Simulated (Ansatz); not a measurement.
Consider the silylene loss: `[SiH3][SiH2]BCl` → `[SiH3]BCl` + `[SiH2]`.

Computed with Ansatz on PBE0-D4/def2-TZVP structures; ΔE is electronic, products minus reactants. CBS: MP2 limit from def2 TZ/QZ plus the TZ coupled-cluster correction, frozen cores. This one scheme is used for every species. DFT in def2-TZVPP. B3LYP here is the variant with VWN-RPA as its local correlation; programs differ in this. Each species was taken in one conformer, which may not be the lowest.

**Question.** Is it downhill or uphill in electronic energy at CCSD(T)/CBS, and by how much? (Estimate.)

**Answer.** The calculation gave: Uphill: ΔE = +245.7 kJ/mol.

**Question.** What do these levels give: r2SCAN-D4, PBE0-D4, CAM-B3LYP-D4, B3LYP, LC-ωPBE, HF/def2-QZVPP? (An estimate is asked.)

**Answer.** The calculation gave: r2SCAN-D4 271.8, PBE0-D4 266.9, CAM-B3LYP-D4 245.4, B3LYP 228.9, LC-ωPBE 264.9, HF/def2-QZVPP 215.3 kJ/mol.

Largest T1 diagnostic among the species: 0.014.

In def2-TZVPP, CCSD(T) changes the Hartree–Fock value by +23.5 kJ/mol (the triples alone add +6.2 kJ/mol) and MP2 by +39.2 kJ/mol. The D4 term adds +13.5 kJ/mol with B3LYP and +7.5 kJ/mol with PBE0; it sums over pairs of atoms, weighted by their polarisabilities, and B3LYP, whose exchange is more repulsive, gets the larger term. At CCSD(T), def2-SVP lies −16.7 kJ/mol from the extrapolated value and def2-TZVPP −7.0 kJ/mol.
